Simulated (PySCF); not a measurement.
# TiH2, triplet: structure and spectrum

All numbers come from UPBE0 in PySCF with Ti def2-TZVP, H def2-TZVP; no relativity; density-fitted integrals.

The structure is a higher-order saddle point with 2 imaginary modes (one degenerate set).

- Point group: D∞h
- Bond lengths: Ti–H 1.833 Å (×2)
- Bond angles: H–Ti–H 180.0°
- Lowest empty level (α): -2.95 eV
- Zero-point energy (real modes): 18.2 kJ/mol
- Spin squared ⟨S²⟩: 2.008
- Principal quadrupole moments (Buckingham, traceless) about the centre of mass: -13.97, 6.99, 6.99 D Å
- Principal polarisabilities: 45.6, 45.8, 45.8 bohr³
- Highest occupied level (α): -6.36 eV
- Atomisation energy without zero-point energy: 472 kJ/mol
- Rotational constants: 2.489 cm⁻¹
- Dipole moment: 0.00 D

Harmonic modes (masses in u: Ti 47.948, H 1.008):
```tsv
symmetry	ω (cm⁻¹)	IR (km/mol, summed over degenerate members)
πu	643i	–
σu+	1475	869
σg+	1563	0.0
```

In D∞h the vibrations span πu + σu+ + σg+. The σg+ mode carries no infrared intensity, as symmetry demands. With a centre of inversion only u modes can be infrared active and only g modes Raman active.

Charges (e):
```csv
atom,Mulliken,Löwdin,polar tensor,spin (Mulliken),Mayer order to Ti1
Ti1,0.46,0.56,1.17,2.10,–
"H2,3",-0.23,-0.28,-0.58,-0.05,0.85
```

Mulliken populations on Ti1: s 6.98, p 12.45, d 2.09, f 0.00.

Outer orbital energies (eV). α occupied: -9.10, -7.64, -6.69, -6.36; empty: -2.95, -2.75, -2.75, -0.21. β occupied: -8.58, -6.80; empty: -2.17, -2.07, -2.00, -2.00.

Other isomers or separated fragments may lie lower. Open d and f shells are described by one determinant, and the ground state may have another occupation or spin. At this level a triplet minimum of C2v symmetry lies 41 kJ/mol below this structure.

The final relaxation and frequency run took of the order of 18 core-seconds on a shared host.
